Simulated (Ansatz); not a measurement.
B(CCH)(Me)(OH) (C₃H₅BO), SMILES CB(C#C)O.

The structure is a stationary point at PBE-D3(BJ)/def2-SVP. This is a generated structure with no PubChem entry under its InChIKey; it may be hypothetical. Other conformers were not sampled.

Two levels are set side by side: PBE/def2-SVPD (Ansatz, a first-principles code) and CAM-B3LYP/def2-SVPD (Ansatz). Energy differences of separate SCF runs at the same geometry; the states with an electron removed or added have multiplicity 2 and 2. Differences are taken from unrounded values.

```json
[
 {"quantity": "vertical ionisation energy (eV)", "CAM-B3LYP": "10.67", "PBE": "10.31", "PBE minus CAM-B3LYP": "-0.36"},
 {"quantity": "vertical singlet–triplet gap (eV)", "CAM-B3LYP": "4.62", "PBE": "4.57", "PBE minus CAM-B3LYP": "-0.06"}
]
```
